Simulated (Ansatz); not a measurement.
`CC#[N+][Al-]([CH3])([CH3])[F]`, relaxed with RKS PBE-D4/def2-SVP in the Gaussian-basis code of Ansatz from a rough embedded geometry. The force threshold is 0.03 eV/Å; the program also tests the step.

Total charge 0; spin multiplicity 1.

Start:

```xyz
16

C     2.810    2.025   -0.119
C     1.642    1.073   -0.237
N     0.732    0.315   -0.301
Al   -0.581   -0.902   -0.418
C    -0.726   -1.975    1.280
C    -2.360    0.114   -0.634
F    -0.387   -1.981   -1.815
H     3.312    1.885    0.793
H     3.480    1.864   -1.007
H     2.373    3.078   -0.248
H    -0.879   -1.257    2.136
H    -1.550   -2.661    1.204
H     0.172   -2.524    1.372
H    -3.226   -0.580   -0.685
H    -2.502    0.795    0.266
H    -2.312    0.732   -1.586
```

**Question.** By how much does the energy fall, and how many steps does the optimiser take? (Best estimate.)

**Answer.** The calculation gave: 23.44 kcal/mol, in 6 steps.

**Question.** Which bonds change most? (An estimate is asked.)

**Answer.** Computed: N3–Al4 from 1.795 to 2.064 Å; Al4–C6 from 2.060 to 1.974 Å; Al4–F7 from 1.776 to 1.707 Å; C1–C2 from 1.512 to 1.449 Å.

**Question.** Give the relaxed structure. (An estimate is asked.)

**Answer.** Computed: 
```xyz
16

C     2.712    1.982   -0.154
C     1.597    1.058   -0.210
N     0.705    0.310   -0.264
Al   -0.854   -1.036   -0.402
C    -0.640   -2.008    1.303
C    -2.364    0.198   -0.710
F    -0.285   -1.855   -1.788
H     3.264    1.856    0.798
H     3.402    1.787   -0.999
H     2.346    3.026   -0.223
H    -0.754   -1.346    2.189
H    -1.410   -2.804    1.402
H     0.348   -2.508    1.382
H    -3.317   -0.366   -0.818
H    -2.512    0.910    0.131
H    -2.239    0.796   -1.637
```
